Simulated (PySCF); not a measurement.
Geometry (Å), atoms numbered from 1 in this order:
```xyz
25

C     5.0982    0.7068   -0.0611
C     3.7681    0.1276   -0.0962
C     2.6507   -0.3598   -0.1275
Si    0.9541   -1.0482   -0.1641
C    -0.2522    0.3562    0.2120
C    -1.7664    0.0698    0.2414
C    -2.2394   -0.4452   -1.1202
C    -2.4995    1.3758    0.5624
C    -2.0956   -0.9634    1.3218
H     5.8214    0.0101    0.3915
H     5.1095    1.6362    0.5296
H     5.4512    0.9479   -1.0761
H     0.7148   -1.6435   -1.5148
H     0.8679   -2.1493    0.8435
H    -0.0388    1.1436   -0.5335
H     0.0646    0.7788    1.1826
H    -3.3325   -0.5810   -1.1284
H    -1.9821    0.2627   -1.9244
H    -1.7827   -1.4154   -1.3712
H    -2.1795    1.7800    1.5360
H    -3.5896    1.2191    0.6035
H    -2.2970    2.1423   -0.2028
H    -1.6182   -1.9346    1.1178
H    -1.7536   -0.6250    2.3132
H    -3.1823   -1.1340    1.3807
```

PySCF 2.14.0 with density-fitted response routines calculation with KT2/pcSseg-1 with gauge-including orbitals and PBE0-D3(BJ)/def2-SVP structure; no relativistic terms, one computed conformer, isolated molecule, equivalent nuclei averaged.

Q: List the cross peaks expected in HSQC, COSY and HMBC spectra.

A: 

HSQC (one-bond C–H):
```tsv
δH	δC
2.03 (H10/H11/H12)	6.9 (C1)
1.05 (H17/H18/H19/H20/H21/H22/H23/H24/H25)	33.9 (C7/C8/C9)
1.01 (H15/H16)	31.7 (C5)
```

COSY cross peaks (H two or three bonds apart, from the bond graph; peaks can be absent where the dihedral angle is near 90°):
```tsv
δH	δH
4.56 (H13/H14)	1.01 (H15/H16)
```

HMBC (two and three bonds, from the bond graph):
```tsv
δH	δC
4.56 (H13/H14)	104.5 (C2), 72.2 (C3), 33.5 (C6), 31.7 (C5)
2.03 (H10/H11/H12)	104.5 (C2), 72.2 (C3)
1.05 (H17/H18/H19/H20/H21/H22/H23/H24/H25)	33.9 (C7/C8/C9), 33.5 (C6), 31.7 (C5)
1.01 (H15/H16)	72.2 (C3), 33.9 (C7/C8/C9), 33.5 (C6)
```

δ = σ(ref) − σ, references computed at the same level: 1H (31.18 ppm), 13C (183.22 ppm) against TMS.

Short H···H contacts in this conformer between protons four or more bonds apart (candidates for NOE cross peaks, intensity ∝ r⁻⁶): H16···H20 2.48 Å, H14···H23 2.51 Å.

Shifts are as computed. Against solution values, carbons near 30 ppm lie about +2 ppm off and those near 130 ppm about -5 ppm. Of 1313 compounds with measured shifts, 239 miss one by over three times the rms of a fit or turn the order of signals round; such compounds aren't used in these exercises.
